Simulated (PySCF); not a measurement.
Gas-phase equilibrium of 1 mol AsH3, 3 mol H2 at 800 K and 1.01 bar, among 7 species (As, AsH3, As2, H, H2, As4, AsH2). Only gases are allowed; each row takes one source of thermochemistry for all species, and Cantera finds the minimum.

Energies from PySCF, thermal terms from the rigid-rotor harmonic-oscillator model, ideal gas at 1 bar. † marks an energy on the PBE0/def2-TZVP geometry and frequencies; other levels use their own. MP2 freezes the core. 6-31G* has spherical d functions here. Open shells (unrestricted) among the columns below: As (multiplicity 4), AsH2 (multiplicity 2); the rest are closed-shell singlets. As: all electrons, no relativistic terms. AsH2: computed as isolated molecules; such fragments, hydroxides, amides, oligomers or adducts are transient or little studied in the gas. MP2 isn't extrapolated to the basis-set limit. The harmonic model lacks anharmonicity and excited electronic states, which grow with temperature; levels with a mode under 35 cm⁻¹ are left out.

Molecules larger than those listed are left out.

With HF/6-31G* thermochemistry: H2 0.82, As 0.18, As4 1.7e-7, AsH2 0.00080, As2 6.8e-6, AsH3 0.00036.

Problem. How far does the composition move with the other sources (HF/def2-TZVP†, M06-2X/def2-TZVP†, MP2/def2-SVP†, MP2/def2-TZVPP†, PBE0/def2-SVP†)?

Solution. 
```csv
thermochemistry,x H2,x As,x As4,x AsH2,x As2,x AsH3
HF/6-31G*,0.82,0.18,1.7e-7,0.00080,6.8e-6,0.00036
HF/def2-TZVP†,0.82,0.18,0.00066,0.0022,0.00012,0.00088
M06-2X/def2-TZVP†,0.95,7.4e-12,0.053,2.9e-8,3.0e-7,8.6e-7
MP2/def2-SVP†,0.95,1.5e-9,0.052,7.1e-8,0.0015,1.6e-5
MP2/def2-TZVPP†,0.95,1.7e-12,0.053,7.2e-10,3.1e-6,3.2e-7
PBE0/def2-SVP†,0.95,2.6e-12,0.053,4.6e-7,3.1e-6,0.00032
```
The most sensitive of these is As: it spans a factor of 10^11.0 over these rows; at this temperature one factor of ten is RT ln 10 = 15 kJ/mol.
